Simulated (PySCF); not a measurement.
**Highest orbital energy against ionisation energy along group 15**

Calculated with PySCF 2.14, no spin-orbit coupling. Each cell gives −ε(HOMO) / ΔSCF in eV; NIST values include spin-orbit coupling, (s) semi-empirical, (t) theoretical.

```json
{"species": "N⁺ (aug-cc-pCVTZ-DK, spin-free X2C)", "UHF": "30.357 / 29.185", "LDA": "21.992 / 30.038", "PBE": "22.016 / 29.888", "PBE0": "24.232 / 29.896", "r2SCAN": "22.783 / 30.122", "NIST (lowest levels)": "29.601 (s)"}
{"species": "P⁺ (aug-cc-pCVTZ-DK, spin-free X2C)", "UHF": "19.717 / 19.151", "LDA": "14.905 / 19.806", "PBE": "14.978 / 19.774", "PBE0": "16.323 / 19.810", "r2SCAN": "15.399 / 19.935", "NIST (lowest levels)": "19.769 (s)"}
{"species": "Sb⁺ (aug-cc-pwCVTZ-DK3, spin-free X2C)", "UHF": "16.404 / 16.000", "LDA": "12.642 / 16.667", "PBE": "12.571 / 16.471", "PBE0": "13.699 / 16.534", "r2SCAN": "12.943 / 16.648", "NIST (lowest levels)": "16.626 ± 0.025"}
{"species": "Bi⁺ (aug-cc-pwCVTZ-DK3, spin-free X2C)", "UHF": "15.699 / 15.325", "LDA": "12.134 / 16.007", "PBE": "12.022 / 15.780", "PBE0": "13.108 / 15.841", "r2SCAN": "12.385 / 15.929", "NIST (lowest levels)": "16.703"}
```

Question: How far is −ε(HOMO) from ΔSCF on average for each method, and why?

Answer: UHF 0.63 eV; LDA -5.21 eV; PBE -5.08 eV; PBE0 -3.68 eV; r2SCAN -4.78 eV. Hartree-Fock orbital energies lack relaxation and so exceed the ΔSCF value; semilocal functionals have convex E(N) from self-interaction, so their HOMO lies far too high; exact exchange moves hybrids part of the way back.
